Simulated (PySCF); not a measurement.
Input for PySCF: R-B3LYP/3-21G on CH7NSn (SMILES C[NH][SnH3]), a point of a torsion scan.

```python
from pyscf import gto, scf, dft, mp
from pyscf.data.elements import chemcore

mol = gto.M(
    atom='''
    C    -1.23885064   -0.19821914    0.40019950
    N    -1.16209097   -0.28124610   -1.04089425
    Sn   -1.55200283    1.16505133   -2.33411398
    H    -1.55372903    0.79911044    0.69833487
    H    -1.95888648   -0.91930504    0.79589221
    H    -0.26869172   -0.38631800    0.86771009
    H    -0.62747143   -1.07846580   -1.34065562
    H    -1.36321322    0.45881718   -3.81493043
    H    -0.56150553    2.50437621   -2.16224065
    H    -3.11181018    1.65120238   -2.05462023
    ''',
    basis='3-21g',
    charge=0, spin=0, verbose=3, max_memory=1800)
mf = dft.RKS(mol, xc='b3lyp')
mf.conv_tol = 1e-8
mf.max_cycle = 100
mf.kernel()
if not mf.converged:
    mf = mf.newton().run(mf.mo_coeff, mf.mo_occ)
```

Problem. Predict the final total energy.

Solution. -6095.3424 hartree.
